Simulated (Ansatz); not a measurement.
A nudged elastic band was laid between two geometries of BF2H2In (6 atoms, charge 0, multiplicity 1).

Level of theory: Ansatz 0.2.0, RKS r2SCAN-D4/def2-SVP.

```
movable images  : 9
climbing image  : yes
spring          : 5.0 eV/Å²
optimiser       : quadratic models (default)
start path      : through a guess of the saddle point
force threshold : 0.05 eV/Å
iteration limit : 51
end points      : relaxed
```

First end point:

```xyz
6
Properties=species:S:1:pos:R:3
F -1.637 1.321 -0.712
B -0.360 0.988 -0.701
In 0.360 -0.641 0.732
F 0.369 -2.385 -0.212
H 0.367 1.567 -1.483
H 0.942 -0.913 2.330
```

Last end point:

```xyz
6
Properties=species:S:1:pos:R:3
F 0.390 1.815 -1.230
B -0.454 0.964 -0.677
In 0.342 -0.645 0.736
F 0.643 -2.319 -0.283
H -1.626 1.081 -0.973
H 0.746 -0.960 2.381
```

Task: Which bonds break or form, and what moves?

Result: No bond is made or broken. The dihedral F1–B2–In3–H6 goes from -88 to 87°. The two ends are copies of one structure, up to a mirror image or an exchange of like atoms.

Task: What energy profile does the band end with?

Result: The run converged. The highest image is number 5 of 0 to 10, 0.039 eV above the ends, which have the same energy within 2 meV. A vibrational analysis at the climbing image gives one clearly imaginary mode, 40i cm⁻¹: a first-order saddle point.

```tsv
image	path coordinate (Å)	energy (eV)	dihedral F1–B2–In3–H6 (°)
0	0.00	0.000	-88
1	0.38	0.004	-70
2	0.76	0.015	-52
3	1.15	0.028	-34
4	1.53	0.037	-15
5	1.91	0.039	3
6	2.27	0.035	20
7	2.62	0.026	37
8	2.98	0.014	54
9	3.33	0.004	71
10	3.69	0.000	87
```

Task: What is the geometry of the highest image?

Result: 
```xyz
6
Properties=species:S:1:pos:R:3
F -0.946 2.069 -0.232
B -0.394 0.971 -0.714
In 0.253 -0.700 0.726
F 1.122 -2.155 -0.299
H -0.252 0.905 -1.917
H 0.260 -1.154 2.391
```

The run took 7.7 min on 1 CPU thread of a shared host.
